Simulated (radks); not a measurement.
The numbers below are computed, except where a source is named.
Ionisation of F, [He] 2s2 2p5, to F+, [He] 2s2 2p4, under several functionals. Scalar-relativistic Kohn-Sham, spin-polarised, spherical densities, finite nucleus; open shells are filled with parallel spins first; a radial shooting solver on a logarithmic mesh with Libxc functionals.

| functional | E(F) (hartree) | Exc (hartree) | IE (eV) | -e(HOMO) (eV) | <r> HOMO (bohr) | IE error (eV) |
|---|---|---|---|---|---|---|
| PBE | -99.75930 | -10.23192 | 17.834 | 10.225 | 1.127 | +0.412 |
| SOGGA | -99.40296 | -9.85951 | 17.603 | 10.030 | 1.128 | +0.180 |
| AM05 | -99.28610 | -9.73555 | 17.710 | 10.132 | 1.128 | +0.287 |
| exchange-only LDA | -98.56600 | -8.98143 | 16.247 | 8.860 | 1.144 | -1.175 |
| exchange-only r2SCAN | -99.49995 | -9.97812 | 16.561 | 9.322 | 1.137 | -0.861 |
| LDA (Slater exchange, Perdew-Wang correlation) | -99.20337 | -9.64669 | 18.048 | 10.436 | 1.127 | +0.626 |
| SCAN | -99.81111 | -10.30254 | 17.739 | 10.350 | 1.126 | +0.316 |
| PBEsol | -99.46302 | -9.92132 | 17.742 | 10.157 | 1.127 | +0.319 |
| LDA (Slater exchange, Perdew-Zunger correlation) | -99.20075 | -9.64347 | 18.102 | 10.468 | 1.126 | +0.679 |
| BLYP | -99.85196 | -10.32663 | 17.851 | 10.231 | 1.130 | +0.428 |
| OLYP | -99.83368 | -10.32176 | 17.607 | 10.062 | 1.134 | +0.184 |

NIST Atomic Spectra Database: 17.423 eV (measured). Closest: SOGGA. The Delta-SCF values span 1.85 eV, the total energies 1.29 hartree. The highest occupied level is 2p. Open shells are spherical and high-spin; term and fine-structure splittings are not resolved.
